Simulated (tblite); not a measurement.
Species: C2H12Ge2N2.
Bonds: C1–N2, N2–Ge3, N2–C4, C4–Ge5, Ge5–N6. Hydrogens: H7, H8, H9 on C1; H10, H11, H12 on Ge3; H13, H14 on C4; H15, H16 on Ge5; H17, H18 on N6.

Computed with GFN2-xTB (tblite), gas phase: L-BFGS steps from a force-field or distance-geometry start until the largest atomic force falls under 0.01 eV/Å.

Step 26: E = -546.3270 eV
```
atom  x, y, z in Å  |  force x, y, z in eV/Å
C1     -1.3141   -0.5595   -0.9843   -0.035   0.004  -0.031
N2     -0.6471    0.4293   -0.1681   -0.020   0.030  -0.034
Ge3    -1.4685    2.0508    0.0606   -0.009   0.035   0.008
C4     -0.0279   -0.1532    1.0026    0.018   0.013   0.002
Ge5     1.4956   -1.3883    0.5772    0.045  -0.033   0.008
N6      2.7416   -0.6937   -0.5470   -0.016  -0.025   0.009
H7     -0.6087   -1.3522   -1.2530    0.020   0.029  -0.012
H8     -2.1698   -1.0272   -0.4827   -0.001  -0.039   0.050
H9     -1.6669   -0.0839   -1.8981   -0.042   0.031  -0.054
H10    -2.6733    2.0804    0.9768    0.021  -0.030  -0.018
H11    -1.8881    2.5225   -1.2944    0.018  -0.034  -0.024
H12    -0.4226    2.9452    0.6458    0.025  -0.012   0.012
H13     0.4102    0.6591    1.5874   -0.005   0.045   0.082
H14    -0.7573   -0.6579    1.6478   -0.015  -0.046   0.012
H15     2.2408   -1.6991    1.8498   -0.005  -0.006  -0.018
H16     1.1187   -2.7052   -0.0515   -0.004   0.007   0.038
H17     3.2195    0.1279   -0.2006   -0.014   0.003  -0.036
H18     2.4091   -0.4886   -1.4800    0.017   0.027   0.007
```

Step 27: E = -546.3280 eV
```
atom  x, y, z in Å  |  force x, y, z in eV/Å
C1     -1.3148   -0.5598   -0.9836   -0.029   0.016  -0.036
N2     -0.6529    0.4305   -0.1661   -0.002   0.015   0.010
Ge3    -1.4696    2.0544    0.0607   -0.002   0.010   0.021
C4     -0.0304   -0.1523    1.0026    0.044  -0.012   0.021
Ge5     1.4972   -1.3875    0.5759    0.005  -0.022   0.039
N6      2.7425   -0.6943   -0.5482    0.000  -0.025  -0.004
H7     -0.6049   -1.3473   -1.2540    0.027   0.019  -0.018
H8     -2.1679   -1.0343   -0.4845   -0.006  -0.033   0.058
H9     -1.6684   -0.0821   -1.8952   -0.058   0.029  -0.077
H10    -2.6755    2.0875    0.9755    0.022  -0.025  -0.019
H11    -1.8861    2.5192   -1.2965    0.015  -0.019  -0.033
H12    -0.4197    2.9439    0.6473    0.015  -0.013   0.004
H13     0.4057    0.6599    1.5903   -0.014   0.028   0.069
H14    -0.7551   -0.6652    1.6482   -0.010  -0.016  -0.011
H15     2.2419   -1.6981    1.8504   -0.012  -0.002  -0.034
H16     1.1166   -2.7063   -0.0494    0.006   0.020   0.039
H17     3.2222    0.1269   -0.2041   -0.009   0.007  -0.022
H18     2.4106   -0.4888   -1.4810    0.009   0.023  -0.008
```

Q: Estimate the geometry and energy of step 28. (The exact step hangs on the optimiser's Hessian estimate; all steps are aligned on step 27, rigid shifts and turns removed.)

A: E = -546.3290 eV, largest force 0.096 eV/Å
```
atom  x, y, z in Å  |  force x, y, z in eV/Å
C1     -1.3162   -0.5595   -0.9836   -0.018   0.026  -0.029
N2     -0.6575    0.4319   -0.1646    0.014  -0.006   0.047
Ge3    -1.4702    2.0578    0.0609    0.012  -0.018   0.018
C4     -0.0315   -0.1514    1.0028    0.049  -0.025   0.034
Ge5     1.4990   -1.3873    0.5754   -0.034   0.002   0.050
N6      2.7435   -0.6950   -0.5493    0.014  -0.019  -0.016
H7     -0.6017   -1.3425   -1.2553    0.022   0.017  -0.025
H8     -2.1662   -1.0405   -0.4846    0.000  -0.018   0.048
H9     -1.6711   -0.0800   -1.8940   -0.064   0.015  -0.070
H10    -2.6764    2.0916    0.9739    0.014  -0.017  -0.013
H11    -1.8841    2.5158   -1.2991    0.013  -0.007  -0.032
H12    -0.4167    2.9428    0.6490    0.005  -0.012  -0.003
H13     0.4015    0.6612    1.5940   -0.026   0.000   0.046
H14    -0.7530   -0.6724    1.6476    0.001   0.016  -0.032
H15     2.2425   -1.6975    1.8507   -0.010   0.000  -0.036
H16     1.1139   -2.7070   -0.0463    0.014   0.025   0.037
H17     3.2238    0.1266   -0.2075   -0.006   0.007  -0.007
H18     2.4118   -0.4884   -1.4817    0.000   0.014  -0.018
```

The energy changes by -0.0010 eV. The first-order estimate −F·Δx gives -0.0014 eV and the mean of the old and new forces, exact on a quadratic surface, -0.0010 eV. The step makes an angle of 67° with the force vector and moves no atom by more than 0.008 Å.

What follows is the cost of the whole relaxation. Time: 1.3 s. Hardware: one thread of an Arm Neoverse N1, shared host with 64 logical CPUs at a one-minute load of 60.
